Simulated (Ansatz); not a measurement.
Basis-set extrapolation for `C=[CH][AlH][F]` (PBE0-D4/def2-TZVP geometry, frozen core, the Gaussian-basis code of Ansatz). Multiplicity 1, RHF reference.

|  | def2-TZVPP | def2-QZVPP |
| --- | --- | --- |
| HF | -419.559704 | -419.575514 |
| MP2 correlation | -0.650132 | -0.701371 |
| CCSD(T) correlation | -0.703048 | not run |

Energies in hartree. Use E(X) = E(∞) + A·exp(−7.88·√X) for Hartree–Fock and E(X) = E(∞) + B·X^(−2.97) for correlation, with X = 3 and 4, and add CCSD(T) minus MP2 of the smaller set to the MP2 limit.

What is the CCSD(T) energy at the basis-set limit?

HF limit: -419.575514 + (-0.015810) × 0.13774 = -419.57769. MP2 limit: -0.701371 + (-0.051239) × 0.74074 = -0.73933. Higher-order term: -0.703048 − (-0.650132) = -0.05292. Total: -420.36994 hartree, 67.3 kcal/mol below CCSD(T)/def2-TZVPP.
